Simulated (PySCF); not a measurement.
**Worked example: chemical shift, span and skew from a shielding tensor**

C5H6O2, SMILES OC([C@H](C#C)C)=O. Atoms are numbered in the order given.

```xyz
13

C     -0.9905    -2.1665    -1.0995
C     -0.8105    -1.0398    -0.6958
C     -0.5773     0.3366    -0.2476
C     -0.3169     1.2974    -1.4143
C      0.5685     0.3858     0.7698
O      1.5789     1.0257     0.6381
O      0.3036    -0.3620     1.8536
H     -1.1537    -3.1679    -1.4500
H     -1.4768     0.6610     0.3085
H     -0.1752     2.3211    -1.0406
H     -1.1646     1.2817    -2.1133
H      0.5937     1.0037    -1.9544
H      1.0758    -0.2915     2.4410
```

Geometry optimised at B3LYP-D3(BJ)/def2-SVP. The values are those of a single conformer.

GIAO shieldings from HF/pcSseg-1 run with PySCF, non-relativistic, no solvent. The symmetric part of the tensor of C2 has the principal values 3.1, 17.6, 306.1 ppm. The same nucleus in TMS has σ = 192.6 ppm at this level (PySCF, at its B3LYP-D3(BJ)/def2-TZVP geometry).

Q: Work out the isotropic shielding, the ¹³C shift against TMS, the span and the skew.

A: 
σ(iso) = (σ11 + σ22 + σ33)/3 = 108.9 ppm. δ = σ(ref) − σ(iso) = 192.6 − (108.9) = 83.7 ppm.
Span Ω = σ33 − σ11 = 303.0 ppm. Skew κ = 3(σ(iso) − σ22)/Ω = 0.90. Tumbling in solution averages the tensor to δ; in a static solid the shielding alone would spread this spin-1/2 line over Ω.
